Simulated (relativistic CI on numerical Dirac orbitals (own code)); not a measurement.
A ladder of approximations for the levels of V4+

Calculated with a relativistic CI code on KLI orbitals (one set per configuration, finite nucleus), adding one ingredient at a time: step 1, Dirac-Coulomb, each configuration alone; step 2, with Breit and QED terms; step 3, with configuration mixing; step 4, with scaled Slater integrals (0.85); step 5, with a P86 correlation estimate; step 6, tied to the ionisation limit. P86 is a density functional for the correlation energy, evaluated here for each configuration and added to its levels. Step 6 is semi-empirical: configurations made of the next ion and one excited electron move by -121 cm⁻¹, so that their limit matches the tabulated ionisation energy, and those with a non-penetrating f or g electron also take the P86 value of the least penetrating other one.

Configuration list (outside the closed core [Ne] 3s2): 3p6.3d, 3p6.4s, 3p6.4p, 3p6.4d, 3p6.5s, 3p5.3d2, 3p6.5p, 3p6.5d, 3p6.6s, 3p6.6p, 3p6.5g, 3p6.5f, 3p6.6d, 3p6.7s, 3p6.6f, 3p6.7p.

Computed minus measured energy above the ground level, in cm⁻¹, for 15 of the 24 excited levels that pair in every step (one J of a term; a digit in brackets numbers repeated terms):

| Configuration | Term | J | Measured | Step 1 | Step 2 | Step 3 | Step 4 | Step 5 | Step 6 |
| --- | --- | --- | --- | --- | --- | --- | --- | --- | --- |
| 3p6.3d | 2D | 5/2 | 625 | 45 | -35 | -35 | -35 | -35 | -35 |
| 3p6.4s | 2S | 1/2 | 148143 | -1249 | -1053 | -1054 | -1054 | 5181 | 5060 |
| 3p6.4p | 2P° | 1/2 | 206394 | -2050 | -1884 | -1994 | -1967 | 4660 | 4539 |
| 3p6.4d | 2D | 3/2 | 293903 | -3202 | -3130 | -3122 | -3122 | 3715 | 3594 |
| 3p6.5s | 2S | 1/2 | 328217 | -5737 | -5607 | -5600 | -5600 | 1732 | 1610 |
| 3p6.5p | 2P° | 1/2 | 351501 | -5875 | -5753 | -5733 | -5739 | 1961 | 1840 |
| 3p6.5d | 2D | 3/2 | 387977 | -5864 | -5784 | -5778 | -5778 | 2516 | 2395 |
| 3p6.6s | 2S | 1/2 | 403855 | -7160 | -7052 | -7045 | -7045 | 924 | 803 |
| 3p6.6p | 2P° | 1/2 | 415420 | -7089 | -6984 | -6992 | -7000 | 1155 | 1034 |
| 3p6.5g | 2G | 7/2 | 416360 | -8137 | -8048 | -8043 | -8043 | 2567 | 405 |
| 3p6.5f | 2F° | 7/2 | 418187 | -11661 | -11577 | -18074 | -20177 | 6656 | 5165 |
| 3p6.6d | 2D | 3/2 | 434304 | -6965 | -6882 | -6877 | -6877 | 1693 | 1572 |
| 3p6.7s | 2S | 1/2 | 443075 | -7754 | -7655 | -7648 | -7648 | 774 | 653 |
| 3p6.6f | 2F° | 5/2 | 449371 | -8713 | -8627 | -3326 | -6065 | 4048 | 1926 |
| 3p6.7p | 2P° | 1/2 | 449587 | -7598 | -7500 | -7530 | -7791 | 1172 | 1053 |

Mean absolute errors in cm⁻¹, over all paired levels and for the first 12 configurations:

| Configuration, levels | Step 1 | Step 2 | Step 3 | Step 4 | Step 5 | Step 6 |
| --- | --- | --- | --- | --- | --- | --- |
| all, 24 | 6031 | 5933 | 5745 | 6095 | 2593 | 2083 |
| 3p6.3d, 1 | 45 | 35 | 35 | 35 | 35 | 35 |
| 3p6.4s, 1 | 1249 | 1053 | 1054 | 1054 | 5181 | 5060 |
| 3p6.4p, 2 | 2061 | 1913 | 2030 | 2001 | 4625 | 4504 |
| 3p6.4d, 2 | 3204 | 3137 | 3129 | 3129 | 3708 | 3586 |
| 3p6.5s, 1 | 5737 | 5607 | 5600 | 5600 | 1732 | 1610 |
| 3p6.5p, 2 | 5884 | 5771 | 5746 | 5753 | 1945 | 1824 |
| 3p6.5d, 2 | 5867 | 5791 | 5785 | 5785 | 2510 | 2388 |
| 3p6.6s, 1 | 7160 | 7052 | 7045 | 7045 | 924 | 803 |
| 3p6.6p, 2 | 7090 | 6989 | 7000 | 7008 | 1147 | 1026 |
| 3p6.5g, 2 | 8137 | 8048 | 8043 | 8043 | 2567 | 405 |
| 3p6.5f, 1 | 11661 | 11577 | 18074 | 20177 | 6656 | 5165 |
| 3p6.6d, 2 | 6968 | 6887 | 6882 | 6882 | 1688 | 1567 |

Measured levels: Sugar and Corliss, J. Phys. Chem. Ref. Data 7, 1191 (1978).

The mean absolute error is lowest at step 6 (2083 cm⁻¹), and the largest single drop is from step 4 to 5 (6095 to 2593). The Breit and QED terms change the top of the ground term (measured 625) from 670 to 590. Mixing lowers the ground level by 5; relative to it the configurations that move most are 3p6.5f by -6496, 3p6.6f by +5610, 3p6.4p by -117. The P86 estimate moves 3p6.5f by +26834, 3p6.5g by +10610, 3p6.6f by +10075, and takes the mean absolute error of the excited configurations from 6358 to 2704. Step 6 takes that error from 2704 to 2172; 3p6.5g, 3p6.6f gain from the shift and the changed P86 value together.
